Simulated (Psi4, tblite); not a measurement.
Two rigid molecules brought together: C2H6O ··· CHN (SMILES COC and C#N). Monomers: optimised at B3LYP-D3(BJ) (def2-TZVP), held rigid. Orientation: a random orientation, not optimised. The monomers approach along the line of their centres of mass (distance R); nothing else relaxes.

Geometry at R = 4.39 Å (first 9 atoms: monomer A):
```
12

C      1.1521    -0.0275    -0.2170
O      0.1679     0.4805     0.6544
C     -1.1334     0.0809     0.2898
H      2.1180     0.3291     0.1374
H      1.1556    -1.1258    -0.2223
H      0.9967     0.3228    -1.2463
H     -1.3959     0.4366    -0.7156
H     -1.2378    -1.0123     0.3080
H     -1.8232     0.5156     1.0116
C     -1.9740     0.1560    -3.4673
N     -3.0845     0.1345    -3.1842
H     -0.9405     0.1760    -3.7308
``` The table gives interaction energies.

```tsv
R / Å	A	B	C
3.77	1.15	3.49	5.62
3.95	0.15	1.72	3.35
4.23	-0.35	0.43	1.51
4.39	-0.40	0.11	0.97
4.56	-0.37	-0.06	0.62
4.80	-0.29	-0.13	0.36
5.11	-0.18	-0.12	0.21
5.35	-0.11	-0.09	0.16
5.86	-0.01	-0.03	0.11
6.60	0.05	0.02	0.09
7.56	0.06	0.03	0.07
8.87	0.05	0.03	0.05
```

Energies in kcal/mol.

Question: Match the curves with the methods GFN2-xTB run with tblite; HF/aug-cc-pVDZ, counterpoise-corrected in Psi4; DF-SCS-MP2/aug-cc-pVDZ, frozen core, counterpoise-corrected run with Psi4.

Answer: A is GFN2-xTB; B is SCS-MP2/aug-cc-pVDZ; C is HF/aug-cc-pVDZ.
